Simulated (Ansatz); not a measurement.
Ansatz (a program for electronic structure) input (B3LYP-D3(BJ)/def2-TZVP):

Ansatz 0.2 input:
```yaml
crystal:
  periodic: [false, false, false]
  atoms:
    - {symbol: W, position_ang: [-0.00000000, -0.00000000, -0.02254460]}
    - {symbol: H, position_ang: [0.00000000, 0.00000000, 1.66830005]}
basis:
  gaussian:
    orbitals: def2-TZVP
hamiltonian:
  xc: b3lyp
  dispersion: d3bj
magnetization: {spin_polarized: true, initial_magnetization: 3}
phonons: {temperatures: {t_min: 298.15, t_max: 298.15, t_step: 100}}
```

Output:

```
Functional definition: B3LYP
integrals: 0.01 GiB planned
462 factors; integrals over basis functions are off by at most 2.0e-4 eV
mean field: 0.13 GiB planned
mean field evaluation 1: about -1836.8321 eV, gradient 1.3e1 eV
mean field evaluation 2: about -1836.7081 eV, gradient 1.5e1 eV
mean field evaluation 4: about -1837.8214 eV, gradient 9.3e-1 eV
mean field evaluation 8: about -1837.8272 eV, gradient 2.3e-2 eV
mean field evaluation 16: about -1837.8272 eV, gradient 5.9e-5 eV
mean field evaluation 32: about -1837.9320 eV, gradient 1.8e-8 eV
mean field evaluation 64: about -1837.9270 eV, gradient 1.6e-1 eV
mean field -1837.93201939 eV, -67.5427559174 hartree, gradient 9.6e-9 eV, S^2 4.326510; 10 other end points of the search recorded, 0 dependent functions left out
the calculation of the forces begins
reference -1837.93219345 eV, -67.5427623140 hartree; 9, 6 occupied and 37, 40 virtual orbitals, 462 factors
these checks for a lower state are left out or cut short: stability, starts, cluster_reference, orbital_swaps, neighbouring_geometries, increment
integrals: 0.01 GiB planned
462 factors; integrals over basis functions are off by at most 2.0e-4 eV
mean field: 0.13 GiB planned
mean field evaluation 96: about -1837.9320 eV, gradient 1.9e-6 eV
mean field -1837.93201938 eV, -67.5427559171 hartree, gradient 1.9e-6 eV, S^2 4.326510; 0 other end points of the search recorded, 0 dependent functions left out
the calculation of the forces begins
reference -1837.93219344 eV, -67.5427623136 hartree; 9, 6 occupied and 37, 40 virtual orbitals, 462 factors
these checks for a lower state are left out or cut short: stability, starts, cluster_reference, orbital_swaps, neighbouring_geometries, increment
integrals: 0.01 GiB planned
462 factors; integrals over basis functions are off by at most 2.0e-4 eV
mean field: 0.13 GiB planned
mean field -1837.93201938 eV, -67.5427559171 hartree, gradient 1.9e-6 eV, S^2 4.326510; 0 other end points of the search recorded, 0 dependent functions left out
the calculation of the forces begins
reference -1837.93219344 eV, -67.5427623136 hartree; 9, 6 occupied and 37, 40 virtual orbitals, 462 factors
these checks for a lower state are left out or cut short: stability, starts, cluster_reference, orbital_swaps, neighbouring_geometries, increment
integrals: 0.01 GiB planned
462 factors; integrals over basis functions are off by at most 2.0e-4 eV
mean field: 0.13 GiB planned
mean field -1837.93201938 eV, -67.5427559171 hartree, gradient 1.9e-6 eV, S^2 4.326510; 0 other end points of the search recorded, 0 dependent functions left out
the calculation of the forces begins
reference -1837.93219344 eV, -67.5427623136 hartree; 9, 6 occupied and 37, 40 virtual orbitals, 462 factors
these checks for a lower state are left out or cut short: stability, starts, cluster_reference, orbital_swaps, neighbouring_geometries, increment
integrals: 0.01 GiB planned
462 factors; integrals over basis functions are off by at most 2.0e-4 eV
mean field: 0.13 GiB planned
mean field -1837.93201938 eV, -67.5427559171 hartree, gradient 1.9e-6 eV, S^2 4.326510; 0 other end points of the search recorded, 0 dependent functions left out
the calculation of the forces begins
reference -1837.93219344 eV, -67.5427623136 hartree; 9, 6 occupied and 37, 40 virtual orbitals, 462 factors
these checks for a lower state are left out or cut short: stability, starts, cluster_reference, orbital_swaps, neighbouring_geometries, increment
integrals: 0.01 GiB planned
462 factors; integrals over basis functions are off by at most 2.0e-4 eV
mean field: 0.13 GiB planned
mean field evaluation 128: about -1837.9320 eV, gradient 1.4e-6 eV
mean field -1837.93198905 eV, -67.5427548026 hartree, gradient 1.3e-6 eV, S^2 4.325339; 0 other end points of the search recorded, 0 dependent functions left out
the calculation of the forces begins
reference -1837.93216310 eV, -67.5427611986 hartree; 9, 6 occupied and 37, 40 virtual orbitals, 462 factors
these checks for a lower state are left out or cut short: stability, starts, cluster_reference, orbital_swaps, neighbouring_geometries, increment
integrals: 0.01 GiB planned
462 factors; integrals over basis functions are off by at most 1.9e-4 eV
mean field: 0.13 GiB planned
mean field -1837.93196155 eV, -67.5427537918 hartree, gradient 2.9e-6 eV, S^2 4.327675; 0 other end points of the search recorded, 0 dependent functions left out
the calculation of the forces begins
reference -1837.93213562 eV, -67.5427601888 hartree; 9, 6 occupied and 37, 40 virtual orbitals, 462 factors
these checks for a lower state are left out or cut short: stability, starts, cluster_reference, orbital_swaps, neighbouring_geometries, increment
integrals: 0.01 GiB planned
462 factors; integrals over basis functions are off by at most 2.0e-4 eV
mean field: 0.13 GiB planned
mean field -1837.93201938 eV, -67.5427559171 hartree, gradient 1.9e-6 eV, S^2 4.326510; 0 other end points of the search recorded, 0 dependent functions left out
the calculation of the forces begins
reference -1837.93219344 eV, -67.5427623136 hartree; 9, 6 occupied and 37, 40 virtual orbitals, 462 factors
these checks for a lower state are left out or cut short: stability, starts, cluster_reference, orbital_swaps, neighbouring_geometries, increment
integrals: 0.01 GiB planned
462 factors; integrals over basis functions are off by at most 2.0e-4 eV
mean field: 0.13 GiB planned
mean field -1837.93201938 eV, -67.5427559171 hartree, gradient 1.9e-6 eV, S^2 4.326510; 0 other end points of the search recorded, 0 dependent functions left out
the calculation of the forces begins
reference -1837.93219344 eV, -67.5427623136 hartree; 9, 6 occupied and 37, 40 virtual orbitals, 462 factors
these checks for a lower state are left out or cut short: stability, starts, cluster_reference, orbital_swaps, neighbouring_geometries, increment
integrals: 0.01 GiB planned
462 factors; integrals over basis functions are off by at most 2.0e-4 eV
mean field: 0.13 GiB planned
mean field evaluation 160: about -1837.9320 eV, gradient 1.9e-6 eV
mean field -1837.93201938 eV, -67.5427559171 hartree, gradient 1.9e-6 eV, S^2 4.326510; 0 other end points of the search recorded, 0 dependent functions left out
the calculation of the forces begins
reference -1837.93219344 eV, -67.5427623136 hartree; 9, 6 occupied and 37, 40 virtual orbitals, 462 factors
these checks for a lower state are left out or cut short: stability, starts, cluster_reference, orbital_swaps, neighbouring_geometries, increment
integrals: 0.01 GiB planned
462 factors; integrals over basis functions are off by at most 2.0e-4 eV
mean field: 0.13 GiB planned
mean field -1837.93201938 eV, -67.5427559171 hartree, gradient 1.9e-6 eV, S^2 4.326510; 0 other end points of the search recorded, 0 dependent functions left out
the calculation of the forces begins
reference -1837.93219344 eV, -67.5427623136 hartree; 9, 6 occupied and 37, 40 virtual orbitals, 462 factors
these checks for a lower state are left out or cut short: stability, starts, cluster_reference, orbital_swaps, neighbouring_geometries, increment
integrals: 0.01 GiB planned
462 factors; integrals over basis functions are off by at most 1.9e-4 eV
mean field: 0.13 GiB planned
mean field -1837.93196155 eV, -67.5427537918 hartree, gradient 2.9e-6 eV, S^2 4.327675; 0 other end points of the search recorded, 0 dependent functions left out
the calculation of the forces begins
reference -1837.93213562 eV, -67.5427601888 hartree; 9, 6 occupied and 37, 40 virtual orbitals, 462 factors
these checks for a lower state are left out or cut short: stability, starts, cluster_reference, orbital_swaps, neighbouring_geometries, increment
integrals: 0.01 GiB planned
462 factors; integrals over basis functions are off by at most 2.0e-4 eV
mean field: 0.13 GiB planned
mean field -1837.93198905 eV, -67.5427548026 hartree, gradient 1.3e-6 eV, S^2 4.325339; 0 other end points of the search recorded, 0 dependent functions left out
the calculation of the forces begins
reference -1837.93216310 eV, -67.5427611986 hartree; 9, 6 occupied and 37, 40 virtual orbitals, 462 factors
Total energy: -1837.95821179 eV, -67.5437184705 hartree
Atom 0 at    -0.000000    -0.000000    -0.022545 Å, force     0.000000     0.000000    -0.000061 eV/Å
Atom 1 at     0.000000     0.000000     1.668300 Å, force    -0.000000    -0.000000     0.000061 eV/Å
Dipole moment:     0.000000    -0.000000    -0.327417 e Å
Vibrations: 1956.38 cm⁻¹, zero-point energy 0.121280 eV
```

The spin state was set by rule; other spins were not relaxed.

The determinant is spin-contaminated: <S^2> is 4.33 against 3.75 for a pure state.
